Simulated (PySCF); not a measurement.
```xyz
4
charge 0 multiplicity 1, angstrom
Sc    0.0000    0.0000    0.0000
Cl    2.2620    0.0000    0.0000
Cl   -1.1310    1.9590    0.0000
Cl   -1.1310   -1.9589    0.0000
```

Level of theory: PBE0/[Sc def2-SVP, Cl def2-SVP], no relativity, density fitting, PySCF.

This geometry of ScCl3 is a stationary point at this level.

(1) What is the point group?

(2) Is it a minimum?

(3) List the harmonic modes with their infrared intensities.

(4) Give the atomic charges and bond orders.

(5) Give the ideal-gas entropy at 298.15 K and 1 bar by parts.

## Answers

(1) D3h.

(2) Yes: all harmonic wavenumbers are real.

(3) 
```
symmetry  ω (cm⁻¹)  IR (km/mol, summed over degenerate members)     type
    a2''        60                                         52.9     bend
      e'        94                                          5.7     bend
     a1'       357                                          0.0  stretch
      e'       490                                          341  stretch
```

(4) 
| atom | Mulliken | Löwdin | polar tensor | Mayer order to Sc1 |
| --- | --- | --- | --- | --- |
| Sc1 | 0.78 | -0.13 | 1.93 | – |
| Cl2,3,4 | -0.26 | 0.04 | -0.64 | 1.26 |

(5) translation 171.3, rotation 106.3, vibration 59.1, spin 0.0; total 336.7 J/(mol K).

Only a few start shapes were tried, so a lower isomer may exist.
